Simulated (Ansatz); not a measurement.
Wavefunction ladder for C₂F₃O₂−, SMILES `O=C([O-])C(F)(F)F`

```csv
atom,x (Å),y (Å),z (Å)
O1,1.5504,0.8917,0.4437
C2,0.9778,-0.0614,-0.0987
O3,1.3908,-1.0450,-0.7217
C4,-0.5895,0.0218,0.0503
F5,-0.9754,0.0342,1.3468
F6,-1.2626,-0.9928,-0.5216
F7,-1.0914,1.1515,-0.4989
```

The species carries charge -1 and has multiplicity 1. The geometry is a stationary point of PBE0-D4/def2-TZVPD. Frozen core, restricted reference, Ansatz. CBS rows extrapolate triple and quadruple zeta; past MP2 they add the triple-zeta difference.

```tsv
basis	HF (Eh)	MP2 corr.	CCSD corr.	(T)	CCSD(T) total
def2-SVPD	-523.45766	-1.23030	-1.23711	-0.03991	-524.73468
def2-TZVPPD	-524.07205	-1.53200	-1.52625	-0.05992	-525.65822
def2-QZVPPD	-524.09279	-1.65622	–	–	–
CBS(def2)	-524.09565	-1.74823	-1.74247	as TZ	-525.89804
```
